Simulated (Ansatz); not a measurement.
One change: `[SiH3][O][InH][Cl]` becomes `C[O][InH][Cl]`.

Ansatz, PBE0-D4/def2-TZVP geometries, multiplicity 1. Each molecule was computed in one conformer, which needn't be the lowest.

Elements past krypton have def2 core potentials.

| property | `[SiH3][O][InH][Cl]` |
| --- | --- |
| LUMO energy (ωB97M-V/def2-TZVPP) / eV | -0.26 |
| HOMO–LUMO gap (B3LYP/def2-TZVPP) / eV | 6.21 |
| LUMO energy (B3LYP/def2-TZVPP) / eV | -2.04 |
| LUMO energy (PBE0/def2-TZVPP) / eV | -1.75 |
| LUMO energy (PBE/def2-TZVPP) / eV | -2.53 |
| ideal-gas entropy at 298 K and 1 bar (rigid rotor, harmonic PBE0-D4/def2-TZVP) / J/(mol·K) | 383 |

(1) What does the change do to each property? (Estimate.)

Results:

(1) The calculation gave: 
| property | `C[O][InH][Cl]` | shift |
| --- | --- | --- |
| LUMO energy (ωB97M-V/def2-TZVPP) / eV | -0.04 | 0.22 |
| HOMO–LUMO gap (B3LYP/def2-TZVPP) / eV | 5.77 | -0.44 |
| LUMO energy (B3LYP/def2-TZVPP) / eV | -1.78 | 0.26 |
| LUMO energy (PBE0/def2-TZVPP) / eV | -1.50 | 0.25 |
| LUMO energy (PBE/def2-TZVPP) / eV | -2.24 | 0.29 |
| ideal-gas entropy at 298 K and 1 bar (rigid rotor, harmonic PBE0-D4/def2-TZVP) / J/(mol·K) | 358 | -25 |

With PBE0 the HOMO rises by 0.68 eV and the LUMO rises by 0.25 eV, so the gap narrows by about 0.43 eV. PBE moves the HOMO by 0.73 eV and ωB97M-V by 0.60 eV. Modes under 60 cm⁻¹, often nearly free rotors, make the harmonic entropy too high.

B3LYP here is the variant with VWN-RPA as its local correlation; programs differ in this.
